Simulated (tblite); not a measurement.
Compound: C5H3F3S.
Atom-mapped SMILES: `[F:1][C:2]([F:3])([F:4])[c:5]1[cH:6][cH:7][cH:8][s:9]1` (hydrogens: H10 on C6; H11 on C7; H12 on C8)

Computed geometry: GFN2-xTB, gas phase.

Question: What internal coordinates does the optimisation give?

Answer: 
| bond | length (Å) | order |
| --- | --- | --- |
| F1–C2, C2–F3, C2–F4 | 1.344 | single |
| C2–C5 | 1.485 | single |
| C5–C6 | 1.364 | aromatic |
| C6–C7 | 1.409 | aromatic |
| C7–C8 | 1.359 | aromatic |
| C8–S9 | 1.714 | aromatic |
| C5–S9 | 1.727 | aromatic |
| C6–H10 | 1.075 | single |
| C7–H11 | 1.074 | single |
| C8–H12 | 1.072 | single |

Bonds in one row agree within 0.01 Å and their mean is given. Orders are formal, as drawn. A selection of angles:
| angle | degrees |
| --- | --- |
| F1–C2–F3 | 105.8 |
| F1–C2–C5 | 112.9 |
| F4–C2–C5 | 111.8 |
| C2–C5–C6 | 127.0 |
| C2–C5–S9 | 120.6 |
| C6–C5–S9 | 112.3 |
| C5–C6–C7 | 112.1 |
| C5–C6–H10 | 123.4 |
| C7–C6–H10 | 124.5 |
| C6–C7–C8 | 112.5 |
| C6–C7–H11 | 123.6 |
| C8–C7–H11 | 124.0 |
| C7–C8–S9 | 112.7 |
| C7–C8–H12 | 128.2 |
| S9–C8–H12 | 119.1 |
| C5–S9–C8 | 90.4 |

Torsions: F1–C2–C5–C6 120° (anticlinal).

The 5-membered ring C5–C6–C7–C8–S9 has internal angles of 90.4° to 112.7° (sum 540°, against 540° for a flat polygon); it is planar, 0.00 Å rms from its mean plane, widest ring torsion 0°. Of the pairs four or more bonds apart, F4···H10 is among the closest relative to their van der Waals radii: 2.59 Å, 97 % of the sum of Bondi's values. The 4 C–C bonds span 1.359 Å (C7–C8, aromatic) to 1.485 Å (C2–C5, drawn single), a spread of 0.126 Å.

Point group: Cs (every atom within 0.08 Å of its image). Its lowest GFN2-xTB frequency is 15 cm⁻¹, too small to tell a flat minimum from a shallow saddle.

Hardware: one thread, Arm Neoverse V2 (aarch64), shared host with 48 logical CPUs at a one-minute load of 20. Cost: under 0.1 s. These figures are those of the optimisation.
